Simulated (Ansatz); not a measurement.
**Ligand exchange: CHBrClF + SiH2(CH3)Cl → CHCl2F + SiH2(CH3)Br**

Species: CHBrClF (bromochlorofluoromethane) `FC(Cl)Br`, singlet; SiH2(CH3)Cl ((chlorosilyl)methane), singlet; CHCl2F `FC(Cl)Cl`, singlet; SiH2(CH3)Br, singlet. The partners trade Br for Cl: C–Br and Si–Cl bonds give way to C–Cl and Si–Br.

Shapes, held fixed at every level: PBE0-D4/def2-TZVP. Programs: Ansatz 0.2.0. The zero-point and thermal change to 298 K, harmonic and unscaled (PBE0-D4/def2-TZVP), is +0.3 kJ/mol.

**Question.** Estimate ΔH(298 K) of this reaction.

**Answer.** The highest level, CCSD(T)/def2-TZVPP, gives ΔH(298 K) = +4.8 kJ/mol; the levels span -3.5 to +5.5. They disagree on the sign: 5 of 8 are positive. The column of differences is taken from that level and isn't an error. No measured value is set beside it here. Relativity is left out for Br. Outer-core shells of Br are correlated, in sets that cover them unevenly.

```json
{"level": "HF/def2-SVP", "kind": "Hartree–Fock", "ΔH(298 K) (kJ/mol)": "-2.1", "less CCSD(T)/def2-TZVPP": "-6.9"}
{"level": "HF/def2-TZVPP", "kind": "Hartree–Fock", "ΔH(298 K) (kJ/mol)": "+0.1", "less CCSD(T)/def2-TZVPP": "-4.7"}
{"level": "r2SCAN0-D4/def2-TZVPP", "kind": "global hybrid", "ΔH(298 K) (kJ/mol)": "+1.7", "less CCSD(T)/def2-TZVPP": "-3.1"}
{"level": "MP2/def2-SVP", "kind": "perturbation theory", "ΔH(298 K) (kJ/mol)": "-3.5", "less CCSD(T)/def2-TZVPP": "-8.3"}
{"level": "MP2/def2-TZVPP", "kind": "perturbation theory", "ΔH(298 K) (kJ/mol)": "+5.5", "less CCSD(T)/def2-TZVPP": "+0.7"}
{"level": "CCSD(T)/def2-SVP", "kind": "coupled cluster or CI", "ΔH(298 K) (kJ/mol)": "-2.9", "less CCSD(T)/def2-TZVPP": "-7.7"}
{"level": "CCSD/def2-TZVPP", "kind": "coupled cluster or CI", "ΔH(298 K) (kJ/mol)": "+4.4", "less CCSD(T)/def2-TZVPP": "-0.4"}
{"level": "CCSD(T)/def2-TZVPP", "kind": "coupled cluster or CI", "ΔH(298 K) (kJ/mol)": "+4.8", "less CCSD(T)/def2-TZVPP": "0.0"}
```
